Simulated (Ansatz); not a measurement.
ScBr3 was relaxed with PBE0-D4 (def2-SVP) in Ansatz in these states: charge +1 doublet, neutral singlet. The geometries follow in no particular order.

A:

```xyz
4

Sc   -0.001    0.000    0.000
Br   -0.249    2.331    0.573
Br   -0.542   -0.760   -2.226
Br    0.793   -1.571    1.652
```

B:

```xyz
4

Sc    0.0192    0.8075    0.2454
Br    1.7862   -0.6009   -0.7942
Br   -1.9107    1.0775   -1.0375
Br    0.1053   -1.2841    1.5862
```

Task: Judge from the bond lengths which geometry belongs to which state (an estimate).

Result: A is the neutral singlet (Sc1–Br3 2.413 Å, Sc1–Br2 2.413 Å, Sc1–Br4 2.413 Å); B is the charge +1 doublet (Sc1–Br3 2.333 Å, Sc1–Br2 2.487 Å, Sc1–Br4 2.486 Å).

In the charge 1 doublet, Br2 and Br4 lie 2.99 Å apart (atoms count from 1), so these atoms are partly bonded to each other.
